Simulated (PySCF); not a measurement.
## Dipole polarisabilities along the second row, charge +1

Calculated with PySCF 2.14 for the ground configurations, without spin-orbit coupling: coupled response for Hartree-Fock and DFT. Mean α in bohr³, C₆ of like pairs in atomic units.

```json
{"species": "Li⁺ 1s2 (aug-cc-pV5Z, non-relativistic)", "α UHF": "0.1881", "α PBE": "0.2074", "α PBE0": "0.2016", "C₆ UHF": "0.07344", "C₆ PBE": "0.08418", "C₆ PBE0": "0.08095"}
{"species": "Be⁺ [He] 2s1 (aug-cc-pV5Z, non-relativistic)", "α UHF": "24.94", "α PBE": "21.57", "α PBE0": "22.28", "C₆ UHF": "71.14", "C₆ PBE": "57.47", "C₆ PBE0": "60.27"}
{"species": "B⁺ [He] 2s2 (aug-cc-pV5Z, non-relativistic)", "α UHF": "11.38", "α PBE": "10.64", "α PBE0": "10.77", "C₆ UHF": "31.70", "C₆ PBE": "28.82", "C₆ PBE0": "29.32"}
{"species": "C⁺ [He] 2s2 2p1 (aug-cc-pV5Z, non-relativistic)", "α UHF": "6.313", "α PBE": "6.095", "α PBE0": "6.078", "C₆ UHF": "14.98", "C₆ PBE": "14.65", "C₆ PBE0": "14.56"}
{"species": "N⁺ [He] 2s2 2p2 (aug-cc-pV5Z, non-relativistic)", "α UHF": "3.931", "α PBE": "3.914", "α PBE0": "3.866", "C₆ UHF": "8.230", "C₆ PBE": "8.475", "C₆ PBE0": "8.298"}
{"species": "O⁺ [He] 2s2 2p3 (aug-cc-pV5Z, non-relativistic)", "α UHF": "2.633", "α PBE": "2.686", "α PBE0": "2.637", "C₆ UHF": "4.963", "C₆ PBE": "5.294", "C₆ PBE0": "5.136"}
{"species": "F⁺ [He] 2s2 2p4 (aug-cc-pV5Z, non-relativistic)", "α UHF": "1.720", "α PBE": "1.885", "α PBE0": "1.824", "C₆ UHF": "3.131", "C₆ PBE": "3.529", "C₆ PBE0": "3.385"}
{"species": "Ne⁺ [He] 2s2 2p5 (aug-cc-pV5Z, non-relativistic)", "α UHF": "1.241", "α PBE": "1.403", "α PBE0": "1.347", "C₆ UHF": "2.130", "C₆ PBE": "2.469", "C₆ PBE0": "2.353"}
```

The values depend on the diffuse functions of the basis.
